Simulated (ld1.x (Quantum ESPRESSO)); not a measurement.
calcium (Ca): one change to a TM semilocal potential, before and after

ld1.x (Quantum ESPRESSO) 7.5 input, shortened:

```
&input
   title='Ca', zed=20., rel=1, dft='PW91', iswitch=3,
   config='[Ar] 3d1 4s1 4p0'
 /
 &inputp
   pseudotype=1, tm=.true., lloc=1,
   nlcc=.false.
 /
3
4S  1  0   1.00   0.00  2.60  2.60  0.0
3D  3  2   1.00   0.00  1.95  1.95  0.0
4P  2  1   0.00   0.00  3.35  3.35  0.0
 &test
   configts(1)='3d1 4s1 4p0'
 /
```

All-electron outer shells of the reference configuration (PW91, scalar-relativistic, ld1.x):

```json
{"shell": "3s", "level (eV)": "-44.83", "outermost node (bohr)": "0.45", "outermost maximum (bohr)": "0.99"}
{"shell": "3p", "level (eV)": "-25.92", "outermost node (bohr)": "0.42", "outermost maximum (bohr)": "1.06"}
{"shell": "4s", "level (eV)": "-3.34", "outermost node (bohr)": "1.44", "outermost maximum (bohr)": "3.55"}
{"shell": "4p", "level (eV)": "-1.25", "outermost node (bohr)": "1.66", "outermost maximum (bohr)": "4.73"}
{"shell": "3d", "level (eV)": "-0.80", "outermost node (bohr)": "–", "outermost maximum (bohr)": "1.37"}
```

Change: wave 4s (bound): rc 2.60 bohr becomes 4s (bound): rc 1.86 bohr.

Cutoffs: the cutoffs (Ry, on a coarse ladder) from which the occupation-weighted sum of valence levels, in a spherical-Bessel basis at the reference potential, stays within 10 and 1 mRy of its value at 400 Ry; they do not see the model core or the augmentation charge, which bear on the density cutoff. Errors are all-electron minus pseudo energies relative to the spin-unpolarised reference configuration.

Problem. What does the change do?

Solution. The potential gets harder (40 Ry and 50 Ry → 40 Ry and 70 Ry); the s channel binds one level more than in the base; the number of tests that count goes from 7 to 0; the range in which the s phases agree narrows (upper end 1.0 → -0.2); neither file shows a bound ghost at the reference potential, the only one tested. A smaller radius makes the pseudo-wave follow the all-electron one further in, where it bends more sharply, so more plane waves are needed. A semilocal file is local in each channel, so a ghost entry of none says nothing of the separable form that plane-wave codes build from it.

```csv
quantity,base,changed
"cutoff, loose",40 Ry,40 Ry
"cutoff, tight",50 Ry,70 Ry
loose cutoff by channel (10 mRy a level),"s 6 Ry, d 40 Ry","s 12 Ry, d 40 Ry"
bound ghosts,none,none
"tests counted (converged, no solver errors)",7 of 7,0 of 7
s: phases at 3.66 bohr within 0.05 rad from the reference energy up to (Ry; the scan ends near 5),1.0,-0.2
p: phases at 3.66 bohr within 0.05 rad from the reference energy up to (Ry; the scan ends near 5),1.0,1.0
d: phases at 3.66 bohr within 0.05 rad from the reference energy up to (Ry; the scan ends near 5),0.8,0.8
```

Base: These tests converged, but a pseudo level misses the all-electron one widely, so the file describes the atom poorly there or has found another state: 3d0 4s0 4p1: empty 3d by 2.3 eV. ld1.x printed “convergence not achieved” for 4 of the counted tests; their residual had stalled under 1e-8, short of the target of 1e-14. Changed file: Tests not counted: all (the test run did not reproduce the reference configuration, from which every error is measured).
